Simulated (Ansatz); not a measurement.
Consider the substitution at a C–C bond: `CCCCC(C)CC` + `NB(F)[SiH3]` → `CNB(F)[SiH3]` + `CCCCCCC`.

Gas-phase electronic energies from Ansatz, PBE0-D4/def2-TZVP geometries. CBS: MP2 limit from def2 TZ/QZ plus the TZ coupled-cluster correction, frozen cores. Functionals use def2-TZVPP. B3LYP here is the variant with VWN-RPA as its local correlation; programs differ in this. Each species was taken in one conformer, which may not be the lowest.

Task: Is it downhill or uphill in electronic energy at CCSD(T)/CBS, and by how much? (Best estimate.)

Result: Ansatz gave: Uphill: ΔE = +9.0 kcal/mol.

Task: What do these levels give: PBE-D4, PBE0-D4, B3LYP-D4, r2SCAN, B3LYP, HF/CBS(def2)? (Estimate.)

Result: Computed: PBE-D4 7.3, PBE0-D4 7.8, B3LYP-D4 7.2, r2SCAN 7.8, B3LYP 5.4, HF/CBS(def2) 5.4 kcal/mol.

Largest T1 diagnostic among the species: 0.013.

The D4 term adds +1.8 kcal/mol with B3LYP and +1.1 kcal/mol with PBE0; it sums over pairs of atoms, weighted by their polarisabilities, and B3LYP, whose exchange is more repulsive, gets the larger term. In def2-TZVPP, CCSD(T) changes the Hartree–Fock value by +3.6 kcal/mol (the triples alone add +0.4 kcal/mol) and MP2 by +4.7 kcal/mol.
